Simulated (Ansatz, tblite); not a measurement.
Forces on [VO2(OH)2]- (VO₄H₂⁻) at its PBE-D4/def2-SVPD geometry. Total charge -1; singlet.

The xTB rows come from tblite. The restricted singlet is unstable towards broken spin symmetry in Hartree–Fock (as tested in another run); at PBE0-D4/def2-TZVPD this wasn't settled.

GFN1-xTB (tblite), largest force 2.05 eV/Å:

```xyz
7
positions Å, forces eV/Å
V     0.180    0.321   -0.111    0.817    1.458   -0.506
O    -0.373    1.310   -1.288    0.457   -1.296    1.523
O     1.583    0.849    0.539   -1.682   -0.892   -0.763
O     0.461   -1.379   -0.827    0.604    0.477    0.960
H     1.240   -1.778   -0.401   -0.653    0.250   -0.453
O    -1.113    0.216    1.230   -0.228    0.196   -1.193
H    -1.978    0.461    0.858    0.685   -0.192    0.433
```

GFN2-xTB (tblite), largest force 2.64 eV/Å:

```
V 0.775 1.383 -0.480
O 0.879 -1.535 1.956
O -2.224 -0.866 -1.123
O 0.316 0.707 0.619
H -0.384 0.201 -0.218
O 0.206 0.226 -0.943
H 0.432 -0.115 0.188
```

PBE0-D4/def2-TZVPD (Ansatz), largest force 1.17 eV/Å:

```
V 0.405 0.724 -0.251
O 0.387 -0.720 0.843
O -1.009 -0.390 -0.458
O 0.433 0.110 0.464
H -0.509 0.271 -0.288
O -0.283 0.157 -0.556
H 0.576 -0.151 0.246
```
